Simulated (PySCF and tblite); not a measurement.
Values are calculated unless marked as measured or tabulated.
C5H10O2, numbered as in [CH3:1][CH:2]1[CH2:3][O:4][CH2:5][O:6][CH2:7]1.

Level: PBE0-D3(BJ)/def2-TZVP//PBE0-D3(BJ)/def2-SVP, thermal terms from GFN2-xTB, symmetry numbers and mirror pairs counted. Conformers within 4 kcal/mol (GFN2-xTB free energy) were kept, 7 at most. Codes: tblite and PySCF.

Rotational constants are equilibrium values for the commonest isotopes; dipoles come from the energy level named.

The 6-ring runs over atoms 2–3–4–5–6–7. Of a mirror pair one member is shown.

```csv
conformer,shape,symmetry,weight %
1,6-ring chair (all substituents equatorial),Cs,84.6
2,6-ring chair (C1 axial),Cs,15.4
3,"6-ring twist-boat (ring torsions -68, 35, 33, -69, 34, 29°)",C1 (pair),0.0
4,"6-ring twist-boat (ring torsions -30, -32, 68, -34, -25, 59°)",C1 (pair),0.0
```

Sets of constants, in random order:

| set | A (MHz) | B (MHz) | C (MHz) | abs μa (D) | abs μb (D) | abs μc (D) |
| --- | --- | --- | --- | --- | --- | --- |
| P | 4718 | 2401 | 1738 | 1.63 | 0.00 | 0.98 |
| Q | 3873 | 2836 | 2154 | 0.86 | 0.00 | 1.62 |
| R | 4571 | 2485 | 1923 | 1.06 | 0.16 | 0.31 |
| S | 4676 | 2411 | 1769 | 1.80 | 0.38 | 0.83 |

(1) Match each set to its conformer.

Answers

(1) P is conformer 1, Q is conformer 2, R is conformer 3, S is conformer 4.
